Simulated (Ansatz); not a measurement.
Geometry optimisation, RKS PBE0-D4/def2-SVP (Ansatz).

Input file:

```yaml
crystal:
  periodic: [false, false, false]
  atoms:
    - { symbol: Zn, position_ang: [-0.859044, 0.0, -0.590903] }
    - { symbol: Cl, position_ang: [0.073782, 0.0, 2.718438] }
    - { symbol: Cl, position_ang: [0.606858, 0.0, -2.102996] }
    - { symbol: H, position_ang: [-2.030434, 0.0, 0.440335] }
    - { symbol: H, position_ang: [-1.076061, 0.0, 2.038526] }
basis:
  gaussian: { orbitals: def2-SVP }
hamiltonian:
  xc: pbe0
  dispersion: d4
relax:
  f_tol: 0.03
  max_steps: 50
```

Run as:

```bash
$ ansatz run input.yaml --threads 1 --pin off --max-ram 2048MiB --backend cpu --events-out ev --progress --plain --runs-dir out
```

Question: Where does it end, and by what steps?

Answer: It converged. The force dipped under the threshold on the way, but the program's further checks kept it going. After 13 steps the energy has fallen by 0.144 eV; Cl2 moved furthest, 0.73 Å.

```json
{"step": "0", "energy less start (eV)": "0.0000", "largest force component (eV/Å)": "0.942", "accepted": "yes"}
{"step": "1", "energy less start (eV)": "-0.0239", "largest force component (eV/Å)": "0.812", "accepted": "yes"}
{"step": "2", "energy less start (eV)": "-0.0342", "largest force component (eV/Å)": "1.351", "accepted": "yes"}
{"step": "3", "energy less start (eV)": "-0.0661", "largest force component (eV/Å)": "0.812", "accepted": "yes"}
{"step": "4", "energy less start (eV)": "-0.0783", "largest force component (eV/Å)": "0.906", "accepted": "yes"}
{"step": "5", "energy less start (eV)": "-0.1145", "largest force component (eV/Å)": "0.280", "accepted": "yes"}
{"step": "6", "energy less start (eV)": "-0.1180", "largest force component (eV/Å)": "0.221", "accepted": "yes"}
{"step": "7", "energy less start (eV)": "-0.1051", "largest force component (eV/Å)": "1.239", "accepted": "no"}
{"step": "8", "energy less start (eV)": "-0.1328", "largest force component (eV/Å)": "0.093", "accepted": "yes"}
{"step": "9", "energy less start (eV)": "-0.1405", "largest force component (eV/Å)": "0.023", "accepted": "yes"}
{"step": "10", "energy less start (eV)": "-0.1373", "largest force component (eV/Å)": "0.476", "accepted": "no"}
{"step": "11", "energy less start (eV)": "-0.1428", "largest force component (eV/Å)": "0.145", "accepted": "yes"}
{"step": "12", "energy less start (eV)": "-0.1430", "largest force component (eV/Å)": "0.163", "accepted": "yes"}
{"step": "13", "energy less start (eV)": "-0.1442", "largest force component (eV/Å)": "0.018", "accepted": "yes"}
```

```xyz
5
Properties=species:S:1:pos:R:3
Zn -1.014 0.000 -0.541
Cl 0.238 0.000 2.006
Cl 0.811 0.000 -1.626
H -2.456 0.000 -0.011
H -0.864 0.000 2.675
```

Whether the end is a true minimum wasn't checked by a vibrational analysis.

Run time: 46 s on 1 thread of Arm Neoverse V1 (shared host), peak memory 0.16 GiB.
